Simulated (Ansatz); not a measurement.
Computed with Ansatz on PBE0-D4/def2-TZVP structures; ΔE is electronic, products minus reactants. CCSD(T)/CBS is the MP2 limit (def2-TZVPP, def2-QZVPP) plus CCSD(T) − MP2 in def2-TZVPP, frozen cores. This one scheme is used for every species. DFT in def2-TZVPP. One conformer a species, not always the lowest.

Consider the ligand exchange at a B–C bond: `COBCCl` + HCl → `COBCl` + `CCl`.

Is it downhill or uphill in electronic energy at CCSD(T)/CBS, and by how much? (An estimate is asked.)

Ansatz gave: Downhill: ΔE = -20.7 kcal/mol.

What do these levels give: B2PLYP, PBE, MP2/def2-TZVPP, HF/def2-QZVPP, SCS-MP2/def2-QZVPP, MP2/CBS(def2)? (An estimate is asked.)

Ansatz gave: B2PLYP -21.9, PBE -21.6, MP2/def2-TZVPP -21.7, HF/def2-QZVPP -23.1, SCS-MP2/def2-QZVPP -21.7, MP2/CBS(def2) -21.8 kcal/mol.

Largest T1 diagnostic among the species: 0.012.

The D4 term adds +0.8 kcal/mol with B3LYP and +0.5 kcal/mol with PBE0; it sums over pairs of atoms, weighted by their polarisabilities, and B3LYP, whose exchange is more repulsive, gets the larger term. In def2-TZVPP, CCSD(T) changes the Hartree–Fock value by +2.5 kcal/mol (the triples alone add +0.1 kcal/mol) and MP2 by +1.4 kcal/mol.

B3LYP here is the variant with VWN-RPA as its local correlation; programs differ in this.
